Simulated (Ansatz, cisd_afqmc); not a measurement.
System: GeH$_{2}$, charge 1, doublet. GeH2+ (parent SMILES [GeH2], doublet).
B3LYP-D3(BJ)/def2-TZVP minimum from Ansatz (a first-principles code):
```
Ge
H 1 1.5594
H 1 1.5594 2 120.35
```
Charge +1, spin multiplicity 2.

Total energies in cc-pVTZ, 5 correlated electrons, 14 frozen orbitals. Open shells are spin-unrestricted; no spin-orbit coupling. Correlated methods leave the cores frozen (noble-gas shells, and filled d and f shells in the p block). No relativity. AFQMC/CISD: phaseless, guided by CISD from CCSD amplitudes; bars are statistical, one sigma. Outlying blocks are dropped, and bars are widened where a walk drifts. Over all cases where full CI ran beside it in this data, AFQMC minus full CI had a median of +0.1 mEh and passed +0.4 mEh in a tenth of the cases. The spin of H2Ge+ (parent SMILES [GeH2], doublet) was assumed, and the state is the lowest solution found for it.

| method | program | energy (Eh) | minus CCSDTQ (mEh) |
|---|---|---|---|
| HF | Ansatz | -2076.22512 | 94.89 |
| MP2 | Ansatz | -2076.29792 | 22.10 |
| CCSD | Ansatz | -2076.31755 | 2.47 |
| CCSD(T) | Ansatz | -2076.31943 | 0.58 |
| CCSDT(Q) | Ansatz | -2076.32001 | 0.01 |
| CCSDTQ | Ansatz | -2076.32001 | 0.00 |
| AFQMC/CISD | cisd_afqmc | -2076.3198 ± 0.0001 | 0.2 ± 0.1 |

Rough core times of Ansatz's runs on a shared machine: CCSD(T) under 20 s, CCSDT(Q) 30 s, CCSDTQ 8 min.
